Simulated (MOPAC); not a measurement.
MOPAC input (PM7):

```
PM7 PRECISE GNORM=0.05 LET XYZ CHARGE=-1 GEO-OK AUX(PRECISION=9) THREADS=1
HGe2

Ge   -0.00000000 1   -0.00000000 1   -1.13240800 1
Ge    0.00000000 1    0.00000000 1    1.05062600 1
H     0.00000000 1    0.00000000 1    2.61704200 1
```

From the output:

```
                                                       MOPAC v23.2.5 Linux

          FINAL HEAT OF FORMATION =         65.27525 KCAL/MOL =     273.11164 KJ/MOL

          COSMO AREA              =        111.53 SQUARE ANGSTROMS
          COSMO VOLUME            =        103.96 CUBIC ANGSTROMS

          GRADIENT NORM           =          0.00440          =       0.00254 PER ATOM
          IONIZATION POTENTIAL    =          3.562931 EV
          HOMO LUMO ENERGIES (EV) =         -3.563  1.894
          NO. OF FILLED LEVELS    =          5
          MOLECULAR WEIGHT        =        146.1879         POINT GROUP:  C*v

          MOLECULAR DIMENSIONS (Angstroms)

            Atom       Atom       Distance
            H     3   Ge     1     3.74679
            H     3   Ge     1     0.00000
           Ge     2   Ge     1     0.00000

          SCF CALCULATIONS        =          8

   ATOM   CHEMICAL          X               Y               Z
  NUMBER   SYMBOL      (ANGSTROMS)     (ANGSTROMS)     (ANGSTROMS)

     1      Ge         -0.00000000  *   0.00000000  *  -1.18207205  *
     2      Ge          0.00000000  *  -0.00000000  *   1.10645583  *
     3       H         -0.00000000  *   0.00000000  *   2.56471598  *

                             CARTESIAN COORDINATES

   1   Ge       -0.000000000     0.000000000    -1.182072052
   2   Ge        0.000000000    -0.000000000     1.106455833
   3    H       -0.000000000     0.000000000     2.564715975

           Empirical Formula: H Ge2  =     3 atoms

      MOLECULAR POINT GROUP   :   C*v

                  EIGENVALUES
 -12.49240  -7.92135  -4.78405  -3.56293  -3.56293   1.89443   1.89443   5.29289
  10.99477

              NET ATOMIC CHARGES AND DIPOLE CONTRIBUTIONS

  ATOM NO.   TYPE          CHARGE      No. of ELECS.   s-Pop       p-Pop
    1         Ge           0.199500        3.8005     1.83500     1.96550
    2         Ge          -1.184174        5.1842     0.61980     4.56438
    3          H          -0.015326        1.0153     1.01533
 DIPOLE           X         Y         Z       TOTAL
 POINT-CHG.    -0.000     0.000    -7.710     7.710
 HYBRID        -0.000    -0.000     0.612     0.612
 SUM           -0.000    -0.000    -7.099     7.099

          ATOMIC ORBITAL ELECTRON POPULATIONS

     Atom    s        px        py        pz
    1 Ge   1.83500   0.24237   0.24237   1.48076
    2 Ge   0.61980   1.75763   1.75763   1.04912
    3  H   1.01533

 **********************
 *                    *
 * JOB ENDED NORMALLY *
 *                    *
 **********************

 == MOPAC DONE ==
```

The dipole moment of an ion depends on the origin.

The geometry given is a B3LYP-D3(BJ)/def2-TZVP minimum.
